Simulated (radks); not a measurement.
Problem. The mean radii <r> (bohr) of the occupied orbitals of an atom or ion are listed with their occupations. Method: scalar-relativistic Kohn-Sham, r2SCAN, spin-polarised, spherical densities, finite nucleus; meta-GGA in the generalised Kohn-Sham scheme; Fermi nuclear charge, rms radius of each element as measured or else 0.836 A^(1/3) + 0.57 fm; computed with a radial shooting solver on a logarithmic mesh with Libxc functionals.

orbital  occ.      <r>
1s down     1  0.01774
1s up       1  0.01774
2s up       1  0.07489
2s down     1  0.07489
2p up       3  0.06728
2p down     3  0.06728
3s up       1   0.1937
3s down     1   0.1937
3p up       3   0.1944
3p down     3   0.1944
3d up       5   0.1763
3d down     5   0.1763
4s up       1   0.4318
4s down     1   0.4319
4p up       3   0.4591
4p down     3   0.4592
4d up       5   0.4890
4d down     5   0.4889
5s up       1    1.014
5s down     1    1.005
5p up       3    1.178
4f up       7   0.5580
4f down     7   0.5547
5p down     3    1.162
5d up       5    1.738
6s up       1    2.693
5d down     1    1.758

Name the element and its charge. Open shells, if any, are filled with parallel spins first.

Solution. Z = 76, osmium, charge +1: Os+ in [Xe] 4f14 5d6 6s1. The 1s radius gives Z: for a bare nucleus <r> = (2 gamma + 1)/(2Z) with gamma = sqrt(1 - (Z/c)^2), 0.01753 bohr for Z = 76, and screening makes it slightly larger (0.01774 here). The occupations add up to 75, and the charge is Z minus that.
